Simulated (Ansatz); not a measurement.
Born–Oppenheimer molecular dynamics of GeH3NO (6 atoms, charge 0, multiplicity 1). It starts at the highest image of a converged band. Of that band: Neighbouring images differ by up to 1.7 eV, so the band resolves the path poorly. A vibrational analysis at the climbing image gives one clearly imaginary mode, 1368i cm⁻¹: a first-order saddle point.

Level of theory: UKS CAM-B3LYP-D4/def2-SVP in Ansatz.

- ensemble: NVE (velocity Verlet)
- time step: 0.5 fs
- steps asked: 200
- starting velocities drawn for: 100 K
- seed: 6541

First frame:

```xyz
6
Properties=species:S:1:pos:R:3
N -1.262 0.373 -0.255
Ge -0.133 -0.977 0.013
O 1.460 -0.514 0.670
H -0.477 -0.669 -1.528
H -1.043 1.347 0.008
H 1.496 0.376 1.046
```

How far do the bonds stretch over the last three quarters of this one trajectory? (Pairs bonded in most of those frames.)


```csv
bond,mean (Å),spread (Å),shortest,longest
N1–Ge2,1.721,0.083,1.58,1.85
N1–H5,1.045,0.013,1.03,1.07
Ge2–O3,1.766,0.027,1.71,1.81
Ge2–H4,1.562,0.043,1.49,1.66
O3–H6,0.972,0.009,0.96,0.99
```

Mean temperature of the second half: 1784 K. The conserved energy stayed within 0.14 meV per atom of its start (net change 0.039 meV per atom), so the integration is sound. The system heated up, since it started high on the potential surface and ran downhill. A run of 0.1 ps of so small a system gives no equilibrium averages. The orbitals stay closed-shell, which can raise the energy where a bond breaks towards radicals; this wasn't checked here.

Time of the run: 7.4 min on 2 threads of Arm Neoverse V2, on a shared host, peak memory 0.23 GiB.
